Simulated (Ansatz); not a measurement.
Steps of a relaxation of CH9NSi3, SMILES `[SiH3][SiH]1NC[SiH2]1` with RKS PBE-D4/def2-SVP.

```sh
$ ansatz run in.yaml --threads 4 --pin off --events-out ev --progress --plain --max-ram 10444MiB
```

```yaml
crystal:
  periodic: [false, false, false]
  atoms:
    - {symbol: Si, position_ang: [-1.469800, 1.096300, 1.216600]}
    - {symbol: Si, position_ang: [-0.135000, 0.856400, -0.575200]}
    - {symbol: N, position_ang: [-0.284500, -0.613500, -1.448800]}
    - {symbol: C, position_ang: [0.669500, -1.520500, -0.627700]}
    - {symbol: Si, position_ang: [1.768800, -0.136200, 0.009700]}
    - {symbol: H, position_ang: [-1.074000, 2.296400, 2.049700]}
    - {symbol: H, position_ang: [-2.882700, 1.411500, 0.754800]}
    - {symbol: H, position_ang: [-1.509100, -0.066300, 2.042100]}
    - {symbol: H, position_ang: [-0.048900, 2.002200, -1.499100]}
    - {symbol: H, position_ang: [-1.207800, -0.926100, -1.563100]}
    - {symbol: H, position_ang: [1.118500, -2.283700, -1.192300]}
    - {symbol: H, position_ang: [0.087100, -2.030600, 0.210200]}
    - {symbol: H, position_ang: [2.015500, -0.220000, 1.468300]}
    - {symbol: H, position_ang: [2.939500, 0.104700, -0.816400]}
basis:
  gaussian: {orbitals: def2-SVP}
hamiltonian: {xc: pbe, dispersion: d4}
relax: {f_tol: 0.03, max_steps: 200}
```

Positions (Å) and forces (eV/Å) along the path, 10 of 12 steps:

```xyz
14
step=1 energy=-26280.4636 eV
Si   -1.470    1.096    1.217   -1.101    1.914   -0.091
Si   -0.135    0.856   -0.575    0.399    1.800   -0.522
N    -0.284   -0.614   -1.449    2.347   -1.151    0.323
C     0.669   -1.520   -0.628   -2.866    0.895    0.770
Si    1.769   -0.136    0.010    0.525    0.000    1.051
H    -1.074    2.296    2.050    0.084   -0.114    0.010
H    -2.883    1.411    0.755    0.036   -0.145    0.102
H    -1.509   -0.066    2.042    0.018   -1.328    0.881
H    -0.049    2.002   -1.499   -0.266    0.712   -0.178
H    -1.208   -0.926   -1.563   -1.921   -1.308   -0.535
H     1.119   -2.284   -1.192    0.864   -1.571   -1.418
H     0.087   -2.031    0.210    0.591    0.304   -0.368
H     2.015   -0.220    1.468    0.421   -0.092    0.365
H     2.939    0.105   -0.816    0.868    0.085   -0.391
14
step=2 energy=-26281.0802 eV
Si   -1.557    1.198    1.200   -0.248    0.506   -0.028
Si   -0.120    0.906   -0.611   -0.008    0.922    0.023
N    -0.275   -0.639   -1.423    0.614   -0.698    0.422
C     0.669   -1.542   -0.638   -1.239    0.268   -0.096
Si    1.810   -0.168    0.047    0.322    0.031    0.327
H    -1.097    2.350    2.065   -0.063   -0.039   -0.017
H    -2.996    1.444    0.792    0.097   -0.006    0.036
H    -1.527   -0.037    2.016   -0.003   -0.402    0.296
H    -0.187    2.117   -1.507    0.031    0.003   -0.054
H    -1.213   -1.006   -1.574   -0.251   -0.414   -0.252
H     1.113   -2.312   -1.277    0.285   -0.352   -0.326
H     0.157   -2.070    0.213    0.158    0.126   -0.188
H     2.180   -0.318    1.498    0.019    0.017   -0.003
H     3.032    0.045   -0.772    0.286    0.038   -0.139
14
step=4 energy=-26281.1448 eV rejected
Si   -1.605    1.278    1.241    0.187    0.138    0.055
Si   -0.070    0.952   -0.523   -0.558   -0.132   -0.231
N    -0.369   -0.638   -1.240    0.663   -0.440   -0.010
C     0.645   -1.559   -0.679   -0.110    0.024    0.154
Si    1.872   -0.240    0.044   -0.180    0.301   -0.033
H    -1.215    2.460    2.093   -0.109    0.007    0.078
H    -3.022    1.463    0.759    0.026    0.012   -0.018
H    -1.575    0.036    2.098    0.002    0.021    0.018
H    -0.210    2.042   -1.557    0.150    0.186    0.080
H    -1.201   -1.053   -1.673    0.055    0.125    0.104
H     1.142   -2.243   -1.404   -0.156    0.027   -0.183
H     0.259   -2.193    0.154    0.017   -0.102    0.015
H     2.236   -0.360    1.500    0.027   -0.080   -0.059
H     3.101    0.026   -0.785   -0.014   -0.086    0.029
14
step=6 energy=-26281.2103 eV
Si   -1.606    1.305    1.259   -0.006    0.009    0.007
Si   -0.132    0.925   -0.548   -0.011   -0.078    0.035
N    -0.318   -0.677   -1.281   -0.102    0.017   -0.038
C     0.676   -1.584   -0.686   -0.022   -0.065   -0.025
Si    1.835   -0.211    0.047   -0.016    0.000    0.008
H    -1.219    2.498    2.098   -0.010    0.015   -0.015
H    -3.028    1.495    0.790   -0.007    0.011    0.011
H    -1.580    0.086    2.148    0.007    0.004   -0.005
H    -0.191    2.072   -1.528    0.022    0.015   -0.004
H    -1.167   -1.094   -1.678    0.050    0.025    0.012
H     1.158   -2.250   -1.438    0.035    0.014   -0.001
H     0.271   -2.245    0.121    0.035    0.033    0.007
H     2.212   -0.384    1.494    0.020    0.003    0.000
H     3.075    0.036   -0.770    0.005   -0.003    0.008
14
step=7 energy=-26281.2139 eV
Si   -1.636    1.352    1.274    0.004   -0.015    0.039
Si   -0.146    0.894   -0.504    0.016    0.074    0.026
N    -0.353   -0.703   -1.221    0.201   -0.144    0.055
C     0.703   -1.608   -0.722   -0.121   -0.107   -0.037
Si    1.839   -0.235    0.047   -0.016    0.001    0.047
H    -1.271    2.588    2.063    0.014   -0.029   -0.035
H    -3.055    1.522    0.788    0.011   -0.013   -0.003
H    -1.607    0.168    2.210   -0.016    0.036    0.005
H    -0.171    2.039   -1.490    0.009    0.023   -0.019
H    -1.174   -1.111   -1.670   -0.082   -0.061   -0.025
H     1.195   -2.202   -1.534   -0.067    0.096    0.093
H     0.356   -2.341    0.055    0.054    0.140   -0.135
H     2.226   -0.435    1.488    0.004   -0.020   -0.004
H     3.081    0.044   -0.756   -0.010    0.018   -0.008
14
step=8 energy=-26281.2170 eV
Si   -1.641    1.344    1.278    0.014    0.041   -0.001
Si   -0.151    0.890   -0.501   -0.009   -0.019    0.055
N    -0.351   -0.707   -1.226    0.051   -0.066   -0.002
C     0.703   -1.607   -0.730    0.010   -0.108   -0.018
Si    1.833   -0.237    0.057    0.007   -0.004   -0.003
H    -1.250    2.598    2.025   -0.021   -0.033   -0.007
H    -3.060    1.515    0.793    0.006   -0.001    0.006
H    -1.625    0.185    2.247    0.015    0.036   -0.025
H    -0.157    2.039   -1.485   -0.015    0.015    0.011
H    -1.175   -1.121   -1.670   -0.010   -0.003    0.005
H     1.203   -2.191   -1.542   -0.057    0.058    0.085
H     0.360   -2.342    0.045    0.027    0.083   -0.104
H     2.235   -0.464    1.491   -0.016    0.005   -0.008
H     3.065    0.070   -0.752   -0.003   -0.002    0.004
14
step=9 energy=-26281.2200 eV
Si   -1.642    1.366    1.285   -0.003   -0.008   -0.015
Si   -0.159    0.875   -0.489    0.002   -0.017    0.008
N    -0.357   -0.722   -1.215   -0.029    0.005   -0.025
C     0.716   -1.616   -0.754   -0.008    0.005    0.021
Si    1.827   -0.249    0.064    0.008    0.002   -0.005
H    -1.263    2.642    1.994    0.003    0.006    0.000
H    -3.066    1.506    0.806   -0.004    0.001   -0.002
H    -1.605    0.238    2.285    0.004    0.004    0.006
H    -0.169    2.026   -1.472    0.001    0.006    0.001
H    -1.178   -1.137   -1.666    0.018    0.005    0.018
H     1.220   -2.165   -1.582    0.008    0.003   -0.028
H     0.389   -2.377   -0.007    0.000   -0.007    0.012
H     2.204   -0.490    1.501   -0.004   -0.003    0.003
H     3.070    0.074   -0.720    0.002    0.001    0.003
14
step=10 energy=-26281.2211 eV
Si   -1.651    1.384    1.290    0.019   -0.009    0.017
Si   -0.165    0.860   -0.472   -0.010   -0.001    0.000
N    -0.370   -0.737   -1.193    0.042   -0.040    0.007
C     0.731   -1.624   -0.780   -0.046    0.027    0.001
Si    1.826   -0.262    0.070    0.010    0.002   -0.006
H    -1.275    2.688    1.951   -0.006   -0.010   -0.009
H    -3.077    1.500    0.809    0.002   -0.003    0.001
H    -1.601    0.294    2.333   -0.006    0.015   -0.013
H    -0.170    2.012   -1.455    0.008    0.001   -0.002
H    -1.189   -1.150   -1.648    0.000   -0.008    0.006
H     1.237   -2.130   -1.635   -0.010    0.018    0.002
H     0.430   -2.420   -0.057    0.004    0.015   -0.010
H     2.184   -0.526    1.508    0.000   -0.004   -0.005
H     3.078    0.083   -0.693   -0.006   -0.003    0.010
14
step=11 energy=-26281.2214 eV
Si   -1.652    1.393    1.294    0.001   -0.006    0.029
Si   -0.170    0.852   -0.465    0.016    0.003   -0.010
N    -0.378   -0.746   -1.183    0.025   -0.020    0.017
C     0.737   -1.625   -0.795   -0.033    0.020   -0.004
Si    1.823   -0.267    0.072    0.014   -0.012    0.000
H    -1.287    2.715    1.927   -0.003   -0.021   -0.015
H    -3.080    1.489    0.814    0.003   -0.003    0.001
H    -1.593    0.326    2.360   -0.001    0.020   -0.024
H    -0.164    2.004   -1.450   -0.004   -0.002    0.002
H    -1.196   -1.161   -1.635    0.000   -0.005    0.002
H     1.244   -2.108   -1.664   -0.010    0.015    0.010
H     0.450   -2.440   -0.086    0.006    0.013   -0.010
H     2.168   -0.546    1.511   -0.002   -0.001   -0.006
H     3.084    0.085   -0.672   -0.014    0.000    0.008
14
step=12 energy=-26281.2217 eV
Si   -1.652    1.397    1.293    0.004   -0.004    0.026
Si   -0.168    0.851   -0.463   -0.012    0.002   -0.011
N    -0.382   -0.748   -1.175    0.012   -0.004    0.018
C     0.739   -1.624   -0.802   -0.018    0.010   -0.008
Si    1.823   -0.271    0.076    0.012   -0.012   -0.007
H    -1.292    2.727    1.911   -0.007   -0.020   -0.007
H    -3.082    1.479    0.816    0.008   -0.002   -0.001
H    -1.583    0.339    2.367   -0.002    0.019   -0.015
H    -0.165    2.002   -1.449    0.008   -0.003   -0.001
H    -1.204   -1.165   -1.621    0.006    0.001    0.001
H     1.244   -2.094   -1.679   -0.001    0.006    0.011
H     0.460   -2.448   -0.102    0.006    0.007   -0.005
H     2.160   -0.560    1.515   -0.004    0.004   -0.007
H     3.089    0.086   -0.659   -0.011   -0.004    0.006
```

Hardware: 4 threads of an Arm Neoverse V1 on a shared host. Wall time 21 s, peak host memory 0.18 GiB.
